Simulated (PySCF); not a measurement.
InBr3, SMILES [Br][In]([Br])[Br]. Atoms are numbered in the order given.

```xyz
4

In     0.0000     0.0000     0.0000
Br    -2.4831     0.0000     0.0000
Br     1.2416     2.1504     0.0000
Br     1.2416    -2.1504     0.0000
```

Geometry optimised at PBE-D3(BJ)/def2-SVP. The isomer is the one that the SMILES or the coordinates give; other isomers of the formula were not compared. The def2 effective core potentials stand for the cores of In; spin–orbit coupling is left out.

All values below come from PBE-D3(BJ)/def2-SVP (PySCF).

Frequencies are harmonic and unscaled.

Modes within 1.5 cm⁻¹ of each other (mostly degenerate sets) share a row, with their intensities summed.

| mode | ν (cm⁻¹) | IR (km/mol) | Raman (Å⁴/amu) | depolarisation | moving atoms (share of kinetic energy) |
|---|---|---|---|---|---|
| 1–2 | 59 | 4.9 | 6.0 | 0.75 | Br 83 %, In 17 % |
| 3 | 72 | 4.4 | 0.0 | – | In 68 %, Br 32 % |
| 4 | 197 | 0.0 | 20.6 | 0.10 | Br 100 % |
| 5–6 | 274 | 81.6 | 7.7 | 0.75 | In 51 %, Br 49 % |
